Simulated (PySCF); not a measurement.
Al(F)(OH)(OEt) (C2H6AlFO2), SMILES [Al]([OH])([F])[O]CC. Atoms are numbered in the order given.

```xyz
12

Al     0.5223    -0.1396     0.7212
F      1.7248    -1.0674     1.4173
O      0.3166     1.5020     1.1515
H      0.8891     1.9360     1.8034
O     -0.4888    -0.8934    -0.4183
C     -1.4765    -0.4041    -1.3019
C     -1.0200     0.8310    -2.0706
H     -1.7305    -1.2214    -2.0146
H     -2.4142    -0.1720    -0.7430
H     -0.1070     0.6059    -2.6602
H     -1.8044     1.1792    -2.7737
H     -0.7898     1.6640    -1.3731
```
Charge 0, spin multiplicity 1.

Coordinates come from a PBE-D3(BJ)/def2-SVP optimisation. The structure was generated by enumeration; whether it is a known compound was not checked. The values are those of a single conformer.

All values below come from PySCF with PBE/def2-TZVP.

Gas-phase values at a fixed geometry.

* **total energy**: -572.37589 hartree
* **highest occupied level**: -6.68 eV
* **lowest empty level**: -1.60 eV
* **orbital gap**: 5.08 eV
* **dipole moment**: 1.71 D
* **quadrupole, principal values (traceless, Buckingham form, about the centre of nuclear charge)**: -10.05, 2.81, 7.24 D·Å
* **mean static polarisability**: 55.9 bohr³ (8.29 Å³)
* **polarisability, principal values**: 49.0, 53.7, 65.0 bohr³
